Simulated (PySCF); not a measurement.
Species: C₅H₁₁Ga.
Geometry (PBE0-D3(BJ)/def2-SVP, Å), atoms numbered from 1 in this order:
```
atom  x, y, z in Å
C1     2.9123    0.3423    0.2207
Ga2    0.9644    0.1301    0.0731
C3    -0.1942   -1.4848   -0.0437
C4    -1.5358   -0.8743   -0.4709
C5    -1.7592    0.4893    0.2040
C6    -0.5527    1.4141   -0.0087
H7     3.4234   -0.2296   -0.5698
H8     3.2298    1.3931    0.1578
H9     3.2567   -0.0646    1.1857
H10   -0.2738   -1.9287    0.9670
H11    0.1503   -2.2908   -0.7094
H12   -1.5350   -0.7236   -1.5666
H13   -2.3878   -1.5441   -0.2597
H14   -2.7001    0.9412   -0.1560
H15   -1.9010    0.3208    1.2877
H16   -0.5188    2.2546    0.7013
H17   -0.5774    1.8631   -1.0197
```

Computed at PBE0/pcSseg-1 (PySCF, non-relativistic), with Q(69Ga) = 0.171 b: Ga2, 69Ga (I = 3/2): χzz = 164.3 MHz, η = 0.174.

Task: Find the zero-field quadrupole resonance frequencies of 69Ga at Ga2.

Result: From ν = (|χ|/2)√(1 + η²/3): ν = 82.57 MHz (gallium bonded to 3 C).

In a crystal, neighbours and librations shift these lines. Geometry: PBE0-D3(BJ)/def2-SVP, one conformer, isolated molecule. The calculation is non-relativistic, for gallium too. The small basis limits the accuracy of the gradients.

The run behind these numbers computed NMR shieldings as well. On Arm Neoverse V1, one thread, on a shared host, this took 26 s of wall time.
